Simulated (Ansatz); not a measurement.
Single points on Mn₂Cu₂.

```yaml
crystal:
  periodic: [false, false, false]
  atoms:
    - {symbol: Cu, position_ang: [-0.767181, 1.697425, -1.002487]}
    - {symbol: Cu, position_ang: [-0.768329, 0.154676, 0.731856]}
    - {symbol: Mn, position_ang: [0.889122, -0.083168, -0.948978]}
    - {symbol: Mn, position_ang: [0.646389, -1.768922, 1.219609]}
basis:
  gaussian: {orbitals: def2-TZVP, initial_orbitals: start.molden}
magnetization: {spin_polarized: true, initial_magnetization: 8}
hamiltonian: {xc: {name: LC-wPBE}}
scf: {omitted_lower_state_checks: [starts]}
output: {orbitals: {seedname: orbitals}}
```

The file start.molden holds the orbitals of an earlier run on this structure, at another level or in another basis.

```sh
$ ansatz run in.yaml --threads 4 --pin off --events-out ev --progress --plain --max-ram 4787MiB
```

It prints (some lines left out):

```
Functional definition: LC-wPBE
1790 factors; their error is unknown
396 factors; integrals over basis functions are off by at most 2.9e-5 eV
mean field evaluation 1: about -151898.8117 eV, gradient 8.3e0 eV
mean field evaluation 2: about -151899.0313 eV, gradient 4.5e-1 eV
mean field evaluation 4: about -151899.0666 eV, gradient 3.0e-1 eV
mean field evaluation 8: about -151899.0149 eV, gradient 1.6e-2 eV
mean field evaluation 16: about -151899.0149 eV, gradient 1.4e-5 eV
mean field -151899.01489300 eV, -5582.1858364675 hartree, gradient 3.6e-6 eV, S^2 21.113592; 0 other end points of the search recorded, 0 dependent functions left out
reference -151899.01489301 eV, -5582.1858364677 hartree; 58, 50 occupied and 122, 130 virtual orbitals, 1790 factors
Total energy: -151899.01489301 eV, -5582.1858364677 hartree
Checks for a lower state left out: starts
```

It took 53 s on 4 threads of Intel Xeon on a shared host, peak host memory 0.97 GiB.

The first input with `hamiltonian: {xc: pbe0, dispersion: d4}` (abridged; 44 s):

```
Functional definition: PBE0
mean field evaluation 16: about -151897.1270 eV, gradient 1.1e-5 eV
mean field -151897.12702633 eV, -5582.1164586472 hartree, gradient 6.2e-6 eV, S^2 21.184867
Total energy: -151897.26531145 eV, -5582.1215405314 hartree
Checks for a lower state left out: starts
```

The first input with `hamiltonian: {xc: pbe, dispersion: d4}`, `output: {forces: true, orbitals: {seedname: orbitals}}` (abridged; 47 s):

```
Functional definition: PBE
mean field evaluation 16: about -151897.1294 eV, gradient 3.0e-5 eV
mean field -151897.12944255 eV, -5582.1165474414 hartree, gradient 1.4e-7 eV, S^2 20.614780
Total energy: -151897.29131222 eV, -5582.1224960421 hartree
Atom 0 force    -0.073566     0.462162    -0.432179 eV/Å
Atom 1 force    -0.321852    -0.169290     0.568865 eV/Å
Atom 2 force     0.187676    -0.593010     0.442182 eV/Å
Atom 3 force     0.207742     0.300137    -0.578868 eV/Å
Dipole moment:     0.251181    -0.200602    -0.070472 e Å
Checks for a lower state left out: starts
```

As the first input, with `hamiltonian: {xc: {name: revPBE}, dispersion: d4}` (abridged; 34 s):

```
Functional definition: revPBE
mean field evaluation 16: about -151912.1345 eV, gradient 6.1e-5 eV
mean field -151912.13451667 eV, -5582.6679737446 hartree, gradient 7.2e-6 eV, S^2 20.652440
Total energy: -151912.43684318 eV, -5582.6790840389 hartree
Checks for a lower state left out: starts
```

First input, but with `hamiltonian: {xc: r2scan, dispersion: d4}` (abridged; 83 s):

```
Functional definition: r2SCAN
mean field evaluation 16: about -151920.9086 eV, gradient 3.4e-5 eV
mean field -151920.90864537 eV, -5582.9904170269 hartree, gradient 6.4e-6 eV, S^2 21.058297
Total energy: -151920.93748336 eV, -5582.9914768036 hartree
Checks for a lower state left out: starts
```

Geometry: r2SCAN-D4/def2-SVP.

LC-ωPBE has ω = 0.4 bohr⁻¹. At LC-ωPBE/def2-TZVP, PBE0-D4/def2-TZVP, PBE-D4/def2-TZVP, revPBE-D4/def2-TZVP and others the charge 0 multiplicity 9 is spin-contaminated (final ⟨S²⟩ up to 21.18, 20.00 for a pure state). At PBE-D4/def2-TZVP, revPBE-D4/def2-TZVP, r2SCAN-D4/def2-TZVP an occupied level of the charge 0 multiplicity 9 lies above an empty one of the other spin, so a lower spin may lie lower. Another isomer (multiplicity 9) lies 0.06 eV lower at PBE0-D4/def2-TZVP; other spin states weren't run for this one.
